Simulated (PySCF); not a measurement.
C5H5N, charge +1, doublet, geometry from GFN2-xTB (a state made from the parent by changing its charge; the spin is typed, not shown lowest); DF-M062X/aug-cc-pVDZ (PySCF).

PySCF was given this input:
```python
from pyscf import gto, scf, dft
import numpy

mol = gto.M(
    atom='''
C    -0.44127259    1.25885417    0.04128929
C    -1.34713651    0.23476813   -0.15761661
C    -0.83943962   -1.07087653   -0.19390255
N     0.43131344   -1.23044291   -0.04035742
C     1.32782964   -0.32239336    0.14820455
C     0.90937434    1.01407157    0.19857743
H    -0.80051802    2.28370282    0.07490340
H    -2.40856432    0.39067044   -0.28409065
H    -1.47743455   -1.93292137   -0.34505876
H     2.36712568   -0.60517282    0.26181154
H     1.64406551    1.79027743    0.35562378
''',
    basis='aug-cc-pvdz',
    charge=1,
    spin=1,
    verbose=4,
)
print('smallest overlap eigenvalue', numpy.linalg.eigvalsh(mol.intor('int1e_ovlp'))[0])

mf = dft.UKS(mol)
mf.xc = 'm062x'
mf = mf.density_fit(auxbasis='def2-universal-jkfit')
mf = scf.addons.remove_linear_dep_(mf, threshold=1e-3, lindep=1e-3)
mf.kernel()
```

Output, abridged:

```
PySCF version 2.14.0

[INPUT] verbose = 4
[INPUT] num. atoms = 11
[INPUT] num. electrons = 41
[INPUT] charge = 1
[INPUT] spin (= nelec alpha-beta = 2S) = 1
[INPUT] symmetry False subgroup None
[INPUT] Mole.unit = angstrom
[INPUT] Symbol           X                Y                Z      unit          X                Y                Z       unit  Magmom
[INPUT]  1 C     -0.441272590000   1.258854170000   0.041289290000 AA   -0.833884341377   2.378889612067   0.078025449978 Bohr   0.0
[INPUT]  2 C     -1.347136510000   0.234768130000  -0.157616610000 AA   -2.545719056302   0.443647468476  -0.297852225582 Bohr   0.0
[INPUT]  3 C     -0.839439620000  -1.070876530000  -0.193902550000 AA   -1.586310979909  -2.023663354925  -0.366422714355 Bohr   0.0
[INPUT]  4 N      0.431313440000  -1.230442910000  -0.040357420000 AA    0.815064275444  -2.325200111813  -0.076264470894 Bohr   0.0
[INPUT]  5 C      1.327829640000  -0.322393360000   0.148204550000 AA    2.509234359680  -0.609235154778   0.280066009914 Bohr   0.0
[INPUT]  6 C      0.909374340000   1.014071570000   0.198577430000 AA    1.718468447307   1.916317538008   0.375256957220 Bohr   0.0
[INPUT]  7 H     -0.800518020000   2.283702820000   0.074903400000 AA   -1.512759815579   4.315572879697   0.141546911799 Bohr   0.0
[INPUT]  8 H     -2.408564320000   0.390670440000  -0.284090650000 AA   -4.551526918199   0.738260136563  -0.536853523050 Bohr   0.0
[INPUT]  9 H     -1.477434550000  -1.932921370000  -0.345058760000 AA   -2.791946666470  -3.652692009619  -0.652066553282 Bohr   0.0
[INPUT] 10 H      2.367125680000  -0.605172820000   0.261811540000 AA    4.473219237625  -1.143610887831   0.494752106851 Bohr   0.0
[INPUT] 11 H      1.644065510000   1.790277430000   0.355623780000 AA    3.106833544743   3.383134029690   0.672031547583 Bohr   0.0

nuclear repulsion = 208.653434833071
number of shells = 73
number of NR pGTOs = 265
number of NR cGTOs = 183
basis = aug-cc-pvdz
ecp = {}
input.py:28: DeprecationWarning: remove_linear_dep_ is deprecated and will be removed in a future release. Linear dependency handling is now built into the SCF procedure by default. Linear dependency removal can be controlled using the following settings:
  pyscf.scf.hf.remove_overlap_zero_eigenvalue = True
  pyscf.scf.hf.overlap_zero_eigenvalue_threshold = 1e-6

  mf = scf.addons.remove_linear_dep_(mf, threshold=1e-3, lindep=1e-3)
smallest overlap eigenvalue 1.2778556356425003e-05
Applying remove_linear_dep_ on SCF object.
Using canonical orthogonalization with threshold 0.001

******** <class 'pyscf.df.df_jk.DFUKS'> ********
method = DFUKS
initial guess = minao
damping factor = 0
level_shift factor = 0
DIIS = <class 'pyscf.scf.diis.CDIIS'>
diis_start_cycle = 1
diis_space = 8
diis_damp = 0
SCF conv_tol = 1e-09
SCF conv_tol_grad = None
SCF max_cycles = 50
direct_scf = False
number electrons alpha = 21  beta = 20
XC library pyscf.dft.libxc version 7.1.2
    S. Lehtola, C. Steigemann, M. J. T. Oliveira, and M. A. L. Marques,  SoftwareX 7, 1–5 (2018)
XC functionals = m062x
    Y. Zhao and D. G. Truhlar,  Theor. Chem. Acc. 120, 215 (2008)
    Y. Zhao and D. G. Truhlar,  Theor. Chem. Acc. 120, 215 (2008)
radial grids:
    Treutler-Ahlrichs [JCP 102, 346 (1995); DOI:10.1063/1.469408] (M4) radial grids

becke partition: Becke, JCP 88, 2547 (1988); DOI:10.1063/1.454033
pruning grids: <function nwchem_prune>
grids dens level: 3
symmetrized grids: False
atomic radii adjust function: <function treutler_atomic_radii_adjust>
small_rho_cutoff = 0
Set gradient conv threshold to 3.16228e-05
tot grids = 133536
******** <class 'pyscf.df.df.DF'> ********
auxbasis = def2-universal-jkfit
init E= -249.66773409262

cycle= 1 E= -247.815091399517  delta_E= 1.85  |g|= 0.25  |ddm|= 4.64
cycle= 2 E= -247.820783538685  delta_E= -0.00569  |g|= 0.275  |ddm|= 0.377
cycle= 3 E= -247.859132308868  delta_E= -0.0383  |g|= 0.0836  |ddm|= 0.226
cycle= 4 E= -247.862975760017  delta_E= -0.00384  |g|= 0.0269  |ddm|= 0.0725
cycle= 5 E= -247.863886354483  delta_E= -0.000911  |g|= 0.0119  |ddm|= 0.038
cycle= 6 E= -247.864172697257  delta_E= -0.000286  |g|= 0.00593  |ddm|= 0.0262
cycle= 7 E= -247.864253150434  delta_E= -8.05e-05  |g|= 0.00298  |ddm|= 0.0167
cycle= 8 E= -247.864263396267  delta_E= -1.02e-05  |g|= 0.00202  |ddm|= 0.00829
cycle= 9 E= -247.864264551686  delta_E= -1.16e-06  |g|= 0.00148  |ddm|= 0.00214
cycle= 10 E= -247.864263696777  delta_E= 8.55e-07  |g|= 0.00146  |ddm|= 0.00236
cycle= 11 E= -247.864263611966  delta_E= 8.48e-08  |g|= 0.00151  |ddm|= 0.000135
cycle= 12 E= -247.864264394859  delta_E= -7.83e-07  |g|= 0.00133  |ddm|= 0.00106
cycle= 13 E= -247.864261598502  delta_E= 2.8e-06  |g|= 0.00154  |ddm|= 0.00654
cycle= 14 E= -247.864261441048  delta_E= 1.57e-07  |g|= 0.0015  |ddm|= 0.000284
cycle= 15 E= -247.864261960979  delta_E= -5.2e-07  |g|= 0.00158  |ddm|= 0.000612
cycle= 16 E= -247.864258998873  delta_E= 2.96e-06  |g|= 0.00152  |ddm|= 0.00321
cycle= 17 E= -247.864258505873  delta_E= 4.93e-07  |g|= 0.00154  |ddm|= 0.00131
cycle= 18 E= -247.864259455303  delta_E= -9.49e-07  |g|= 0.00161  |ddm|= 0.00111
cycle= 19 E= -247.864263464517  delta_E= -4.01e-06  |g|= 0.00141  |ddm|= 0.0047
cycle= 20 E= -247.864263796838  delta_E= -3.32e-07  |g|= 0.00139  |ddm|= 0.000619
cycle= 21 E= -247.864260326641  delta_E= 3.47e-06  |g|= 0.00121  |ddm|= 0.00442
cycle= 22 E= -247.864260451055  delta_E= -1.24e-07  |g|= 0.00122  |ddm|= 0.000117
cycle= 23 E= -247.864261584711  delta_E= -1.13e-06  |g|= 0.00148  |ddm|= 0.0029
cycle= 24 E= -247.864262062244  delta_E= -4.78e-07  |g|= 0.00144  |ddm|= 0.00431
cycle= 25 E= -247.864262816985  delta_E= -7.55e-07  |g|= 0.00115  |ddm|= 0.00188
cycle= 26 E= -247.864262150493  delta_E= 6.66e-07  |g|= 0.00185  |ddm|= 0.00282
cycle= 27 E= -247.864263481727  delta_E= -1.33e-06  |g|= 0.00155  |ddm|= 0.00204
cycle= 28 E= -247.864263972433  delta_E= -4.91e-07  |g|= 0.00109  |ddm|= 0.00541
cycle= 29 E= -247.864264929394  delta_E= -9.57e-07  |g|= 0.00102  |ddm|= 0.00161
cycle= 30 E= -247.86426486373  delta_E= 6.57e-08  |g|= 0.00123  |ddm|= 0.00118
cycle= 31 E= -247.864263927549  delta_E= 9.36e-07  |g|= 0.00139  |ddm|= 0.00202
cycle= 32 E= -247.86426381946  delta_E= 1.08e-07  |g|= 0.00136  |ddm|= 0.000334
cycle= 33 E= -247.864264636734  delta_E= -8.17e-07  |g|= 0.00114  |ddm|= 0.00215
cycle= 34 E= -247.864265133615  delta_E= -4.97e-07  |g|= 0.00111  |ddm|= 0.00151
cycle= 35 E= -247.864265184379  delta_E= -5.08e-08  |g|= 0.00111  |ddm|= 0.000831
cycle= 36 E= -247.864265030724  delta_E= 1.54e-07  |g|= 0.00106  |ddm|= 0.00102
cycle= 37 E= -247.86426547308  delta_E= -4.42e-07  |g|= 0.00068  |ddm|= 0.00301
cycle= 38 E= -247.864265747661  delta_E= -2.75e-07  |g|= 0.000676  |ddm|= 0.00238
cycle= 39 E= -247.864264966314  delta_E= 7.81e-07  |g|= 0.00088  |ddm|= 0.00284
cycle= 40 E= -247.86426541167  delta_E= -4.45e-07  |g|= 0.000764  |ddm|= 0.00164
cycle= 41 E= -247.864265412137  delta_E= -4.67e-10  |g|= 0.000579  |ddm|= 0.000597
cycle= 42 E= -247.864265034576  delta_E= 3.78e-07  |g|= 0.000842  |ddm|= 0.0015
cycle= 43 E= -247.864264357988  delta_E= 6.77e-07  |g|= 0.000879  |ddm|= 0.00119
cycle= 44 E= -247.864263934355  delta_E= 4.24e-07  |g|= 0.000799  |ddm|= 0.000988
cycle= 45 E= -247.86426518206  delta_E= -1.25e-06  |g|= 0.000981  |ddm|= 0.00419
cycle= 46 E= -247.864263210227  delta_E= 1.97e-06  |g|= 0.00076  |ddm|= 0.00714
cycle= 47 E= -247.86426294582  delta_E= 2.64e-07  |g|= 0.000681  |ddm|= 0.001
cycle= 48 E= -247.864264060675  delta_E= -1.11e-06  |g|= 0.000643  |ddm|= 0.00251
cycle= 49 E= -247.864264470668  delta_E= -4.1e-07  |g|= 0.000594  |ddm|= 0.000869
cycle= 50 E= -247.864263809037  delta_E= 6.62e-07  |g|= 0.000587  |ddm|= 0.00142
SCF not converged.
SCF energy = -247.864263809037 after 50 cycles  <S^2> = 0.75752867  2S+1 = 2.0075146
```

The run did not converge; its last values are not results.
